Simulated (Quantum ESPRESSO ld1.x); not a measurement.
Isoelectronic series with 39 electrons, each ion in its NIST ground configuration. Method: Dirac Kohn-Sham, revPBE, spin-unpolarised, spherical densities, point nucleus; open shells are shared between the two j in proportion to 2j + 1; computed with ld1.x of Quantum ESPRESSO 7.5. Total energies (hartree) and orbital eigenvalues (Ry) (* marks an orbital that is empty in some or all of the ions):

| ion | configuration | E (hartree) | 5p1/2* | 5s1/2* | 4d5/2 | 4d3/2 |
|---|---|---|---|---|---|---|
| Zr+ | [Kr] 4d2 5s1 | -3598.89 | -0.46283 | -0.72299 | -0.72517 | -0.73558 |
| Nb2+ | [Kr] 4d3 | -3819.55 | -0.90543 | -1.23249 | -1.39167 | -1.40638 |
| Mo3+ | [Kr] 4d3 | -4047.61 | -1.53471 | -1.95165 | -2.40450 | -2.42563 |
| Tc4+ | [Kr] 4d3 | -4283.04 | -2.27839 | -2.78425 | -3.59373 | -3.62225 |
| Ru5+ | [Kr] 4d3 | -4525.88 | -3.12771 | -3.72156 | -4.94339 | -4.98041 |
| Rh6+ | [Kr] 4d3 | -4776.13 | -4.07757 | -4.75875 | -6.44445 | -6.49116 |
| Pd7+ | [Kr] 4d3 | -5033.84 | -5.12465 | -5.89274 | -8.09116 | -8.14886 |
| Ag8+ | [Kr] 4d3 | -5299.03 | -6.26670 | -7.12147 | -9.87957 | -9.94966 |
| Cd9+ | [Kr] 4d3 | -5571.74 | -7.50208 | -8.44348 | -11.8068 | -11.8908 |
| In10+ | [Kr] 4d3 | -5852.00 | -8.82964 | -9.85773 | -13.8706 | -13.9701 |
